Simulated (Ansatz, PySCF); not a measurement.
Gas-phase reaction (SMILES): CO[Si](C)(C)C [methoxy(trimethyl)silane] + O (H2O) -> C[Si](C)(C)O [hydroxy(trimethyl)silane] + CO (CH4O); water cleaves one Si-O bond, a model of a ligand-exchange step.

Geometries: B3LYP-D3(BJ)/def2-TZVP minima from Ansatz (an electronic-structure program), one conformer each, not searched for the lowest. Cores are frozen in the correlated levels unless marked. Spin-orbit coupling is left out. No relativistic terms. CBS marks a two-point X^-3 extrapolation of the correlation energy; Hartree-Fock from the larger set. The bracket is a focal-point correction in the basis named. Thermal terms are rigid-rotor harmonic-oscillator values from B3LYP-D3(BJ) frequencies (Ansatz or PySCF) at 298.15 K and 1 atm. 1 Eh = 627.5095 kcal/mol.

```
species        E, RI-MP2/CBS(cc-pV(T+d)Z,cc-pV(Q+d)Z)+[CCSD(T)-MP2]/cc-pV(D+d)Z (Ansatz) (Eh)  E, PBE/def2-TZVPD (Ansatz) (Eh)  H - E (Eh)
-------------  ------------------------------------------------------------------------------  -------------------------------  ----------
CO[Si](C)(C)C                                                                      -523.75841                       -524.07196     0.16410
O (H2O)                                                                             -76.37565                        -76.38111     0.02495
C[Si](C)(C)O                                                                       -484.51906                       -484.82153     0.13401
CO (CH4O)                                                                          -115.61353                       -115.63215     0.05533
```

### Question
Work out ΔE and ΔH at 298.15 K at the first level, then ΔH at the second.

### Answer

1. ΔE = [(-484.51906) + (-115.61353)] - [(-523.75841) + (-76.37565)] = 0.00147 Eh = 0.9 kcal/mol at RI-MP2/CBS(cc-pV(T+d)Z,cc-pV(Q+d)Z)+[CCSD(T)-MP2]/cc-pV(D+d)Z.
2. The terms H - E add up to 0.00029 Eh, so ΔH = (0.00147 + (0.00029))×627.5095 = 1.1 kcal/mol.
3. At PBE/def2-TZVPD the same steps give ΔE = -0.4 and ΔH = -0.2 kcal/mol, a shift of -1.3 from the first level.
4. These values are not checked against measurement here, since the tables used lack a sound gas-phase enthalpy of formation for at least one species.
